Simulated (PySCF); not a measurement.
Species: C7H11BO2.
Geometry (PBE0-D3(BJ)/def2-SVP, Å), atoms numbered from 1 in this order:
```xyz
21
C7H11BO2 angstrom
C      2.8587   -1.8814    0.3988
C      2.1079   -0.7788    0.2287
C      2.7190    0.5657   -0.0308
C      0.6510   -0.8803    0.3038
C     -0.2165    0.1298    0.1404
C     -1.6974   -0.0295    0.1938
C     -2.4115    0.2907   -1.1466
O     -3.3965    1.2592   -0.8328
B     -3.2559    1.5910    0.4794
O     -2.2748    0.8979    1.1172
H      2.3969   -2.8539    0.5905
H      3.9499   -1.8444    0.3539
H      2.4257    1.2886    0.7477
H      2.3780    0.9768   -0.9947
H      3.8154    0.5090   -0.0509
H      0.2537   -1.8805    0.5161
H      0.1382    1.1467   -0.0628
H     -1.9411   -1.0497    0.5356
H     -1.7131    0.7034   -1.8933
H     -2.8886   -0.6000   -1.5833
H     -3.9336    2.4187    1.0230
```

Computed with PySCF at PBE0/pcSseg-1, non-relativistic, on one gas-phase PBE0-D3(BJ)/def2-SVP geometry that isn't relaxed in the solvent. The solvent is an IEF-PCM continuum (van der Waals radii × 1.2). Specific hydrogen bonds and non-electrostatic terms are outside this model.

```csv
run,E − E(gas) (kcal/mol),HOMO (eV),HOMO–LUMO gap (eV),dipole (D)
gas,0.00,-6.88,5.79,2.57
P,-2.61,-6.79,5.79,2.83
Q,-5.75,-6.75,5.79,3.11
```

Problem. The runs were made in acetone and benzene. Which run belongs to which solvent?

Solution. P = benzene, Q = acetone. The dielectric constants are 2.271 (benzene), 20.49 (acetone), and the energy falls further as ε rises. In this model the ground state sees the solvent through ε alone.

Problem. How constant is the ratio of the lowering to (ε − 1)/(2ε + 1)?

Solution. 
```tsv
solvent	(ε − 1)/(2ε + 1)	E − E(gas) (kcal/mol)	ratio (kcal/mol)	polarisation term (kcal/mol)
benzene	0.229	-2.61	-11.4	-2.75
acetone	0.464	-5.75	-12.4	-6.41
```

The ratio changes by +8.6 % in size from benzene to acetone. The polarisation term is half the interaction of the solute with the induced surface charges.
